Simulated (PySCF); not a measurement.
A structure optimised at PBE-D3(BJ)/def2-TZVPD, used in a PySCF frequency run:

```
O
Sr 1 1.9438
```
Charge 0, spin multiplicity 1.

Q: Write its SMILES, formula and point group.

A: [O]=[Sr], OSr, C∞v

Q: What are its rotational constants (standard atomic weights)?

A: 9.8869 GHz (linear rotor, B only)
